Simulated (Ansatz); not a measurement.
Ansatz (an electronic-structure program) input:

Ansatz 0.2 input:
```yaml
crystal:
  periodic: [false, false, false]
  atoms:
    - {symbol: Ga, position_ang: [-0.00000000, -0.00000000, -0.77799776]}
    - {symbol: Cl, position_ang: [0.00000000, 0.00000000, 1.41870179]}
basis:
  gaussian:
    orbitals: def2-TZVPD
hamiltonian:
  xc: {name: r2SCAN}
total_charge: 1
magnetization: {spin_polarized: true, initial_magnetization: 1}
```

What final total energy does it print?

-2384.72813 Eh (r2SCAN/def2-TZVPD). The basis has 100 functions.

This state (charge 1, doublet) is run at the relaxed geometry of the species with charge 0 and multiplicity 3.
